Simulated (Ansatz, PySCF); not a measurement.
Caution: the highest occupied level lies above zero, so the state may not be bound. This triplet is an excited state, 0.96 eV above the relaxed singlet at the level frozen-core CCSD(T)/aug-cc-pVDZ // PBE0-D3(BJ)/def2-TZVPD (Ansatz, an electronic-structure program).

```xyz
5

O     -1.9656    -0.4542     0.4041
C     -0.8282    -0.0911     0.0895
Al     0.9808    -0.7323     0.5745
Cl     2.5359     0.4969    -0.4500
H     -0.7230     0.7806    -0.6181
```

Charge -1, multiplicity 3.

Problem. Give the Mulliken and meta-Löwdin atomic charges from PBE-D3(BJ)/def2-TZVPD // PBE0-D3(BJ)/def2-TZVPD (PySCF 2.14.0).

Solution. 
| atom | Mulliken (e) | meta-Löwdin (e) |
|---|---|---|
| O1 | -0.50 | -0.44 |
| C2 | 0.02 | -0.09 |
| Al3 | -0.38 | -0.05 |
| Cl4 | -0.39 | -0.47 |
| H5 | 0.25 | 0.05 |
